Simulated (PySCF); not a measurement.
Sn(OH)3(SH) (H4O3SSn), SMILES [SH][Sn]([OH])([OH])[OH]. The structure is a stationary point at PBE-D3(BJ)/def2-SVP. The structure was generated by enumeration; whether it is a known compound was not checked. The def2 effective core potentials stand for the cores of Sn; spin–orbit coupling is left out. One conformer was computed; it need not be the lowest.

All values below come from PBE-D3(BJ)/def2-SVP (PySCF).

Harmonic wavenumbers (cm⁻¹): 85, 107, 124, 140, 156, 165, 182, 227, 248, 345, 579, 601, 607, 681, 840, 866, 873, 2607, 3691, 3694, 3700. Rotational constants (GHz): 2.803, 1.695, 1.592; symmetry number 1.

**Question.** Work out the zero-point energy and the ideal-gas rigid-rotor harmonic-oscillator thermochemistry at 298.15 K and 1 atm.

**Answer.** ZPE = ½ Σ hcν = ½ × 20518 cm⁻¹ = 29.33 kcal/mol. H − E(el) = 36.00 kcal/mol. Entropy in cal/(mol K): translation 41.83, rotation 28.14, vibration 27.35, total 97.32. G − E(el) = 6.98 kcal/mol. Cp = 32.15 cal/(mol K). Modes under 150 cm⁻¹ make the vibrational entropy uncertain.
